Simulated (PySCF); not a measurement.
How methods differ on the ionisation energy of Ge(16+)

Ge(16+) [Ne] 3s2 3p4 [3p1/2^2 3p3/2^2, M_J = 2] → Ge(17+) [Ne] 3s2 3p3 [3p1/2^2 3p3/2^1, M_J = 3/2], as a difference of total energies. Calculation: PySCF 2.14, in an even-tempered Gaussian basis (19 s from 1.5 bohr⁻², ratio 2.4; 13 p from 1.9 bohr⁻², ratio 2.4; 5 d from 9.2 bohr⁻², ratio 2.6; 4 f from 14 bohr⁻², ratio 2.6); the two-component X2C-1e Hamiltonian. Correlated levels: 1s2 frozen; the 50 highest virtual spinors dropped. "Screened" scales the spin-orbit matrix elements by Boettger's factors to mimic the two-electron term; Breit and QED terms are absent.

```tsv
method	ionisation energy (eV)
GHF (spin-free)	606.31
GMP2 (spin-free)	607.37
GHF (screened spin-orbit)	608.17
GMP2 (screened spin-orbit)	609.12
```

Task: How much does correlation contribute at GMP2 (screened spin-orbit)?

Result: 609.12 − (608.17) = 0.95 eV, measured against GHF (screened spin-orbit).

Breit and QED terms and the two-electron picture change are absent.

The spin-free rows relax to the high-spin LS determinant and lack the spin-orbit shift.

The labels give the starting determinants; with spin-orbit coupling the two ends relaxed to ⟨J²⟩ = 6.00, ⟨L²⟩ = 2.45, ⟨S²⟩ = 1.78 and ⟨J²⟩ = 3.76, ⟨L²⟩ = 0.24, ⟨S²⟩ = 3.44.

For comparison: 609.1 ± 0.8 eV (semi-empirical (NIST evaluation); NIST Atomic Spectra Database, ionization energies).
